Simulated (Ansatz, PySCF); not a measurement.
This triplet is an excited state, 2.00 eV above the relaxed singlet at the level B3LYP/cc-pVTZ // PBE0-D3(BJ)/def2-TZVP (Ansatz, a first-principles code).

## CH$_{2}$N$_{2}$Si, SMILES `N#C[Si]N` (excited triplet) (charge 0, multiplicity 3)

Method: PBE0-D3(BJ)/def2-TZVP run with PySCF.

highest occupied spin orbital: -5.89 eV
dipole moment: 5.21 D
total energy: -438.0021 Ha
cost: about 60 core-seconds (a rough figure)

```xyz
6

N      2.8259    -0.4405     0.2102
C      1.7725     0.0308     0.1038
Si     0.1813     0.8848    -0.0700
N     -1.2264    -0.0798    -0.0664
H     -1.7265    -0.2739    -0.9202
H     -1.8268    -0.1214     0.7426
```
Charge 0, spin multiplicity 3.
